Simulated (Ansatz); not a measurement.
Program: Ansatz. Geometries: PBE0-D4/def2-TZVP. ΔE: electronic, gas phase. CBS: MP2 limit from def2 TZ/QZ plus the TZ coupled-cluster correction, frozen cores. This one scheme is used for every species. One conformer a species, not always the lowest.

Reaction (formal hydrolysis of the Si–O bond): `CO[SiH](O)[SiH3]` + H₂O → `O[SiH](O)[SiH3]` + CH₃OH

| species | MP2/def2-QZVPP energy (Eh) |
| --- | --- |
| `CO[SiH](O)[SiH3]` | -771.30430 |
| H₂O | -76.34932 |
| `O[SiH](O)[SiH3]` | -732.09188 |
| CH₃OH | -115.55941 |

Task: Work out ΔE.

Result: ΔE = (-732.09188) + (-115.55941) − (-771.30430) − (-76.34932) = 0.00233 Eh = +1.5 kcal/mol. CCSD(T)/CBS gives +1.3 kcal/mol.

Task: What do rigid-rotor, harmonic-oscillator terms from PBE0-D4/def2-TZVP frequencies (298.15 K, 1 bar) make of the CCSD(T)/CBS value? (Estimate.)

Result: Computed: ΔZPE = +1.0 kcal/mol, ΔH = +1.5 kcal/mol, ΔS = 6 J/(mol·K), ΔG = +1.1 kcal/mol.

Largest T1 diagnostic among the species: 0.013.

In def2-TZVPP, CCSD(T) changes the Hartree–Fock value by +1.5 kcal/mol (the triples alone add +0.3 kcal/mol) and MP2 by +1.7 kcal/mol. The D4 term adds +1.3 kcal/mol with B3LYP and +0.8 kcal/mol with PBE0; it sums over pairs of atoms, weighted by their polarisabilities, and B3LYP, whose exchange is more repulsive, gets the larger term.

B3LYP here is the variant with VWN-RPA as its local correlation; programs differ in this.
